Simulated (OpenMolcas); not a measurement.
## What dynamic correlation does to the levels of Co5+

```yaml
Program: OpenMolcas 26.06
Basis: ANO-RCC-VDZ [5s4p2d]
Scalar_Hamiltonian: DKH4, point nucleus
Active_space: 4 electrons in 5 orbitals (3d)
State_averaging: 2S+1 = 5 even, 5 roots; 2S+1 = 3 even, 45 roots; 2S+1 = 1 even, 50 roots
Spin-orbit_coupling: state interaction with AMFI integrals over the reference wave functions, term energies averaged over their components
```

Methods on the same reference wave functions:
A. CASSCF
B. SS-CASPT2, IPEA 0.25 Eh, imaginary shift 0.1 Eh (closed shells correlated: 3s 3p)
C. MS-CASPT2, IPEA 0.25 Eh, imaginary shift 0.1 Eh (closed shells correlated: 3s 3p)

Energies in cm-1 above 3d4 5D0, the measured ground level; measured values from Sugar and Corliss, J. Phys. Chem. Ref. Data 10, 1097 (1981).

```csv
Level,A,B,C,Measured
3d4 5D0,0.0,0.0,0.0,0.0
3d4 5D1,213,218,219,204
3d4 5D2,623,635,637,589
3d4 5D3,1205,1221,1223,1125
3d4 5D4,1936,1949,1951,1782
3d4 3H4 [71 %],30225,31820,31820,28377
3d4 3H5,30681,32450,32460,28806
3d4 3H6,31171,33000,33000,29234
3d4 3P0(1),31993,26750,26660,27166
3d4 3P1(1),33249,28060,27990,28462
3d4 3F2(1),34885,31950,31890,30555
3d4 3F3(1),34957,32120,32080,30635
3d4 3F4(1) [72 %],35168,32470,32460,30817
3d4 3P2(1),35393,30200,30140,30506
3d4 3G3,38221,37070,37080,34026
3d4 3G4,38738,37600,37610,34475
3d4 3G5,39116,38110,38110,34855
3d4 1I6,45674,48370,48370,42800
3d4 1G4(1),48309,44140,44110,41926
3d4 3D3,49203,44150,44150,41676
3d4 3D2,49362,44310,44310,41856
3d4 3D1,49578,44520,44520,42098
3d4 1S0(1),55930,45000,44980,45372
3d4 1D2(1),59674,55110,55110,52740
```

Deviations, from unrounded energies. A percentage is the sum of absolute deviations over the sum of measured energies, with the sign that they share, or ± where signs differ.

```csv
Against measurement,Levels,A,B,C
mean absolute deviation (cm-1),23,4100,1900,1900
fine structure of the ground term (%),4,+7.5,+8.7,+8.9
other terms of the ground configuration (%),19,+14.1,±6.5,±6.5
```

B, C lie about equally close to measurement and A furthest from it. The largest miss of B in the table is 3d4 1I6, by +5600 cm-1. The ranking rests on the paired levels alone, and a cruder setting can come out closer through cancelling errors.

Between B and C the level of the table that moves most is 3d4 3P0(1), by 92 cm-1 (lowest in C, highest in B). Moves below CASPT2's spread within the term are not significant.

The two smallest mean deviations differ by little beside CASPT2's spread within terms, so their order carries little weight.

From A to B the spin-free energies of the other terms of 3d4 shown, above 5D, scale by factors of 0.80 to 1.06.

The lowest spin-free term lies below A's lowest term by 0.100 hartree in B, 0.100 hartree in C.

CASPT2 does not keep the components of a term degenerate, so their means are used; among the terms shown or strongly mixed into the levels shown the widest spread is 420 cm-1 (3d4 1I, C). The basis is small and was not contracted for so high a charge. Without dynamic correlation excited terms often stand tens of per cent too high (terms of higher spin than the ground term too low), and those without a measured partner can miss by more than the paired ones (holds for A). Some levels mix across a computed gap that differs much from the measured one, so their mixing is not that of the real levels (holds for B; C). Computed and measured levels are paired by configuration, term and J; levels that our copy of the source lacks, or whose pairing is in doubt (as where it misses far off the trend of its configuration), stay unpaired and out of the deviations. Only configurations of the active space appear. Levels that lie high or do not pair safely by name in every column are left out.

A share in square brackets marks a mixed level and gives the weight of the term that names it, the lowest over the columns. A number in round brackets counts repeated terms of one configuration in the order of the reference energies.
